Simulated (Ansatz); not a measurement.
`C[SiH2][Se][SiH3]` → `[SiH3][SeH]` + `C[SiH]`  (silylene formation by 1,1-elimination)

Computed with Ansatz on PBE0-D4/def2-TZVP structures; ΔE is electronic, products minus reactants. CCSD(T)/CBS is the MP2 limit (def2-TZVPP, def2-QZVPP) plus CCSD(T) − MP2 in def2-TZVPP, frozen cores. This one scheme is used for every species. Functionals use def2-TZVPP. For Se outer-core shells are correlated without core-valence functions, which leaves a few kJ/mol of doubt a bond. Scalar relativity is left out up to krypton. One conformer a species, not always the lowest.

`C[SiH2][Se][SiH3]`:

Z-matrix (Å, degrees):
```
C
Si 1 1.865
H 1 1.092 2 111.0
H 1 1.092 2 110.6 3 120.2
H 1 1.094 2 110.1 3 -119.8
Se 2 2.287 1 112.4 3 -61.3
H 2 1.485 1 111.1 3 -178.3
H 2 1.487 1 110.4 3 60.2
Si 6 2.273 2 95.3 1 72.9
H 9 1.486 6 111.5 2 -62.2
H 9 1.485 6 110.8 2 58.7
H 9 1.483 6 106.6 2 178.5
```

`[SiH3][SeH]`:

Cartesian coordinates in Å:
```
Si 0.553 0.053 -0.150
Se -1.362 -1.039 0.429
H 0.386 0.809 -1.416
H 1.562 -1.019 -0.330
H 0.989 0.986 0.918
H -2.129 0.209 0.550
```

`C[SiH]`:

Cartesian coordinates in Å:
```
C 0.375 0.235 -0.291
Si -0.918 -1.136 -0.111
H -0.107 1.214 -0.176
H 0.912 0.211 -1.239
H 1.098 0.166 0.532
H -1.361 -0.690 1.285
```

| level | ΔE (eV) |
| --- | --- |
| BHLYP-D4 | 3.25 |
| SCS-MP2/def2-QZVPP | 3.25 |

What does CCSD(T)/CBS give? (An estimate is asked.)

The calculation gave: +3.20 eV. The listed levels differ from it by 0.05, 0.05 eV.

Largest T1 diagnostic among the species: 0.012.

From PBE to PBE0 (25 % exact exchange), in def2-TZVPP and without D4, ΔE moves by +0.14 eV. The D4 term adds +0.21 eV with B3LYP and +0.12 eV with PBE0; it sums over pairs of atoms, weighted by their polarisabilities, and B3LYP, whose exchange is more repulsive, gets the larger term. In def2-TZVPP, CCSD(T) changes the Hartree–Fock value by +0.15 eV (the triples alone add +0.05 eV) and MP2 by +0.41 eV.

CCSD(T)/CBS has its own doubt, a few kJ/mol and more with outer-core shells, so smaller differences from it don't rank the levels.

B3LYP here is the variant with VWN-RPA as its local correlation; programs differ in this.
